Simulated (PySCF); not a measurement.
Computed shifts of a molecule C₄H₆OS, HF/pcSseg-1 (PySCF), GIAO, gas phase, equivalent atoms averaged, in ppm (number of nuclei): ¹³C: 212.8 (1), 54.6 (1), 44.5 (1), 28.1 (1). ¹H: 3.99 (1), 3.25 (2), 2.87 (1), 2.80 (1), 2.05 (1). References: ¹⁷O against H2O (σ = 333.0 ppm); ¹³C against TMS (σ = 192.6 ppm); ³³S against H2S (σ = 725.2 ppm); ¹H against TMS (σ = 31.99 ppm), references at their B3LYP-D3(BJ)/def2-TZVP geometries, non-relativistic. Geometry optimised at PBE-D3(BJ)/def2-SVP. Other conformers were not sampled.

Pick the molecule that these values belong to.
(A) C=C1COCS1
(B) O=C1CC[C@@H]1S
(C) O=C[C@@H]1CCS1
(D) C1=CSCOC1

B, O=C1CC[C@@H]1S
